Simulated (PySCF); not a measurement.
C₂Cl₃, SMILES ClC(Cl)=[C]Cl, multiplicity 2. Geometry optimised at B3LYP-D3(BJ)/def2-SVP. The isomer is the one that the SMILES or the coordinates give; other isomers of the formula were not compared.

Method: B3LYP-D3(BJ)/def2-SVP (PySCF 2.14.0).

Harmonic wavenumbers (cm⁻¹): 129, 193, 261, 386, 449, 591, 839, 871, 1706. Rotational constants (GHz): 3.646, 1.461, 1.043; symmetry number 1.

Problem. Work out the zero-point energy and the ideal-gas rigid-rotor harmonic-oscillator thermochemistry at 298.15 K and 1 atm.

Solution. ZPE = ½ Σ hcν = ½ × 5425 cm⁻¹ = 32.45 kJ/mol. H − E(el) = 49.21 kJ/mol. Entropy in J/(mol K): translation 169.49, rotation 119.03, vibration 39.44, spin 5.76, total 333.72. G − E(el) = -50.29 kJ/mol. Cp = 77.60 J/(mol K). Modes under 150 cm⁻¹ make the vibrational entropy uncertain.
